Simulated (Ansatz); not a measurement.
```yaml
crystal:
  periodic: [false, false, false]
  atoms:
    - {symbol: S, position_ang: [-0.597907, -4.586285, 1.553791]}
    - {symbol: C, position_ang: [1.200688, -1.645430, 1.696691]}
    - {symbol: C, position_ang: [2.574605, -0.975774, -0.785740]}
    - {symbol: C, position_ang: [1.372152, 1.261548, -2.162508]}
    - {symbol: C, position_ang: [-1.496105, 1.152154, -2.022956]}
    - {symbol: C, position_ang: [-2.420037, 1.342805, 0.724063]}
    - {symbol: C, position_ang: [-0.385005, 0.569132, 2.622237]}
    - {symbol: H, position_ang: [-2.197539, -3.921691, -0.298002]}
    - {symbol: H, position_ang: [2.599648, -2.114151, 3.142275]}
    - {symbol: H, position_ang: [4.553120, -0.542627, -0.368155]}
    - {symbol: H, position_ang: [2.590247, -2.632482, -2.016191]}
    - {symbol: H, position_ang: [2.007847, 1.283862, -4.127830]}
    - {symbol: H, position_ang: [2.022870, 3.041725, -1.328761]}
    - {symbol: H, position_ang: [-2.336993, 2.652658, -3.165667]}
    - {symbol: H, position_ang: [-2.130447, -0.626063, -2.873918]}
    - {symbol: H, position_ang: [-4.099435, 0.169676, 0.987903]}
    - {symbol: H, position_ang: [-3.006876, 3.279675, 1.141093]}
    - {symbol: H, position_ang: [-1.235358, 0.123989, 4.448501]}
    - {symbol: H, position_ang: [0.905158, 2.159526, 2.939759]}
basis:
  gaussian: {orbitals: def2-TZVPP}
hamiltonian: {xc: {name: B3LYP}, dispersion: d4}
accuracy: high
```

```sh
$ ansatz run in.yaml --threads 2 --pin off --events-out ev --progress --plain --max-ram 32768MiB --backend cuda --devices 0, --max-vram 18GiB
```

Shortened log:

```
Functional definition: B3LYP
6635 factors; integrals over basis functions are off by at most 6.4e-7 eV
mean field evaluation 1: about -17181.0810 eV, gradient 3.3e1 eV
mean field evaluation 2: about -17069.2917 eV, gradient 1.4e2 eV
mean field evaluation 4: about -17169.5579 eV, gradient 5.7e1 eV
mean field evaluation 8: about -17186.0876 eV, gradient 1.3e0 eV
mean field evaluation 16: about -17186.1940 eV, gradient 4.1e-1 eV
mean field evaluation 64: about -17186.1571 eV, gradient 1.0e0 eV
mean field evaluation 96: about -17186.0406 eV, gradient 4.3e-1 eV
mean field evaluation 128: about -17186.1896 eV, gradient 4.0e-1 eV
mean field evaluation 160: about -17186.1915 eV, gradient 5.7e-1 eV
mean field -17186.19515590 eV, -631.5810227578 hartree, gradient 2.8e-8 eV, S^2 0.000000; 10 other end points of the search recorded, 0 dependent functions left out
reference -17186.19524230 eV, -631.5810259328 hartree; 32, 32 occupied and 364, 364 virtual orbitals, 6635 factors
Total energy: -17186.70377813 eV, -631.5997142799 hartree
```

In this input the coordinates are in bohr but typed as ångström. The calculation finished and met its thresholds. The result belongs to that input, not to the molecule as meant.
